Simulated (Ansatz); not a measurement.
Relaxation of Cl2GeH2 (5 atoms, charge 0, multiplicity 1), to a largest force component of 0.03 eV/Å in at most 50 steps.

Computed with RKS PBE-D4/def2-SVP in Ansatz 0.2.0.

```xyz
5
Properties=species:S:1:pos:R:3
Ge 0.234 0.022 0.011
Cl 0.873 -0.036 2.108
H 1.722 -0.042 -0.358
H -0.629 1.260 -0.304
Cl -0.883 -1.750 -0.526
```

Question: Where does it end, and by what steps?

Answer: The run converged. After 3 steps the energy has fallen by 0.261 eV; H3 moved furthest, 0.29 Å.

```tsv
step	energy less start (eV)	largest force component (eV/Å)	accepted
0	0.0000	0.978	yes
1	-0.2248	0.442	yes
2	-0.2592	0.141	yes
3	-0.2609	0.008	yes
```

```xyz
5
Properties=species:S:1:pos:R:3
Ge 0.318 0.018 0.074
Cl 0.675 -0.033 2.213
H 1.684 -0.044 -0.643
H -0.547 1.259 -0.238
Cl -0.815 -1.747 -0.475
```

Whether the end is a true minimum wasn't checked by a vibrational analysis.

Time of the run: 15 s on 1 thread of Arm Neoverse N1, with other jobs on the host, peak memory 0.14 GiB.
